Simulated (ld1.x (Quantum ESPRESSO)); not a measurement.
**cobalt: excitation energies, all-electron against ultrasoft**

ld1.x (Quantum ESPRESSO) 7.5 input, shortened:

```
&input
   title='Co', zed=27., rel=1, dft='PZ', iswitch=3,
   config='[Ar] 3d7 4s1 4p1'
 /
 &inputp
   pseudotype=3, tm=.true., lloc=-2, rcloc=1.25,
   nlcc=.true., rcore=0.65,
   which_augfun='PSQ', rmatch_augfun=0.95
 /
6
3S  1  0   2.00   0.00  1.30  1.50  0.0
4S  2  0   1.00   0.00  1.30  1.50  0.0
3P  2  1   6.00   0.00  1.10  1.15  0.0
4P  3  1   1.00   0.00  1.10  1.15  0.0
3D  3  2   7.00   0.00  0.90  1.15  0.0
3D  3  2   0.00   0.20  0.90  1.15  0.0
 &test
   configts(1)='3s2 3p6 3d7 4s1 4p1'
 /
```

Energies are relative to the spin-unpolarised reference configuration 3s2 3p6 3d7 4s1 4p1; without spin polarisation the order of configurations can differ from experiment. Spin-polarised rows fill each open shell by Hund’s rule, majority spin first.

| valence configuration | charge | ΔE all-electron (eV) | error AE − PS (meV) |
| --- | --- | --- | --- |
| 3s2 3p6 3d7 4s2 4p0 | 0 | -4.429 | -5.2 |
| 3s2 3p6 3d7 4s1 4p0 | +1 | 4.867 | -0.7 |
| 3s2 3p6 3d7 4s0 4p0 | +2 | 21.952 | -6.6 |
| 3s1 3p6 3d7 4s2 4p0 | +1 | 105.563 | -92 |
| 3s2 3p6 3d6 4s2 4p0 | +1 | 11.031 | -20 |
| 3s2 3p6 3d5 4s0 4p0 | +4 | 113.792 | +54 |
| 3s2 3p6 3d7 4s1.5 4p0 | +0.5 | -0.707 | -2.8 |
| 3s2 3p6 3d7 4s1 4p1 (spin-polarised) | 0 | -2.992 | +218 |

Problem. What are ΔE and the potential's error for 3s2 3p6 3d7 4s2 4p0 (spin-polarised)?

Solution. ΔE = -6.412 eV all-electron; the error (AE − PS) is +174 meV.

Levels in the configuration 3s2 3p6 3d7 4s1 4p0:

| level | all-electron (eV) | pseudo (eV) |
| --- | --- | --- |
| 3s | -110.770 | -110.775 |
| 3p | -74.423 | -74.424 |
| 3d | -17.285 | -17.290 |
| 4s | -13.080 | -13.076 |
